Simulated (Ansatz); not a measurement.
System: C₂HO, charge 0, doublet. C2HO (SMILES [C]#CO, doublet).
B3LYP-D3(BJ)/def2-TZVP minimum from Ansatz (a first-principles code):
```xyz
4

C      1.4687    -0.1022    -0.1775
C      0.2013    -0.0129    -0.0178
O     -1.0660     0.1572     0.0754
H     -1.4922    -0.5665     0.5690
```
Charge 0, spin multiplicity 2.

Total energies in cc-pVDZ, 15 correlated electrons, 3 frozen orbitals. Radicals and triplets start from unrestricted determinants; spin-orbit coupling is neglected. Correlated methods leave the cores frozen. No relativity.

```
method    program  energy (Eh)  minus CCSDT(Q) (mEh)
--------  -------  -----------  --------------------
HF         Ansatz   -151.01566                437.19
MP2        Ansatz   -151.41026                 42.59
CCSD       Ansatz   -151.43538                 17.47
CCSD(T)    Ansatz   -151.45027                  2.58
CCSDT(Q)   Ansatz   -151.45285                  0.00
```
